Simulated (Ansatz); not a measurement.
C2H5ClO2Si (`CO[Si]1(Cl)CO1`), relaxed with RKS PBE0-D4/def2-TZVP in Ansatz 0.2.0 from a PBE-D4/def2-SVP geometry. The force threshold is 0.005 eV/Å; the program also tests the step.

The species carries charge 0 and has multiplicity 1.

Start:

```xyz
11

C    -0.250    1.547    1.437
O    -0.531    0.349    0.726
Si    0.221   -0.289   -0.594
Cl    1.093    1.217   -1.705
C    -0.185   -1.919   -1.256
O     1.102   -1.709   -0.463
H     0.178    2.331    0.777
H    -1.198    1.925    1.870
H     0.464    1.350    2.266
H    -0.894   -2.601   -0.748
H     0.001   -2.200   -2.312
```

(1) How much energy does the relaxation release, and in how many steps? (Estimate.)

(2) Which bonds change most? (Estimate.)

(3) Give the relaxed structure. (An estimate is asked.)

Answers

(1) Computed: 2.56 kcal/mol, in 10 steps.

(2) Computed: Si3–O6 from 1.676 to 1.630 Å; O2–Si3 from 1.647 to 1.606 Å; Si3–Cl4 from 2.065 to 2.033 Å; Si3–C5 from 1.806 to 1.782 Å.

(3) Ansatz gave: 
```xyz
11

C    -0.248    1.540    1.421
O    -0.450    0.314    0.748
Si    0.247   -0.306   -0.559
Cl    1.109    1.173   -1.656
C    -0.208   -1.882   -1.256
O     1.076   -1.706   -0.465
H     0.114    2.315    0.741
H    -1.202    1.853    1.845
H     0.475    1.405    2.228
H    -0.899   -2.557   -0.757
H    -0.014   -2.150   -2.292
```
